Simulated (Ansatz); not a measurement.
This geometry of H₂OSSe (5 atoms, charge 0, multiplicity 1) is a first-order saddle point.

All numbers below come from RKS B3LYP-D4/def2-SVPD in Ansatz 0.2.0.

```xyz
5
Properties=species:S:1:pos:R:3
S -1.125 -0.924 0.337
O -0.032 0.318 0.730
Se 1.956 0.220 0.069
H -1.304 -0.592 -0.969
H 0.506 0.978 -0.167
```

Which two structures does it join? (They come from a converged band through this point; their orientation in space is the band's.)

Bonds broken: Se3–H5. Bonds formed: O2–H5.

Image 0:

```xyz
5
Properties=species:S:1:pos:R:3
S -1.006 -1.243 0.174
O -0.123 -0.030 0.955
Se 1.581 0.383 0.342
H -1.568 -0.467 -0.794
H 1.116 1.356 -0.677
```

Image 8:

```xyz
5
Properties=species:S:1:pos:R:3
S -1.327 -0.437 0.249
O 0.135 0.466 0.555
Se 1.949 -0.318 0.020
H -0.855 -1.014 -0.889
H 0.098 1.303 0.065
```

How far does it lie above each of them?

1.87 eV above the first and 0.76 eV above the second. This is the barrier of this one path; another mechanism may lie lower. The orbitals stay closed-shell, which can raise the energy where a bond breaks towards radicals; this wasn't checked here.

Run time: 2.2 min on 2 threads of Arm Neoverse V2, with other jobs on the host, peak memory 0.23 GiB.
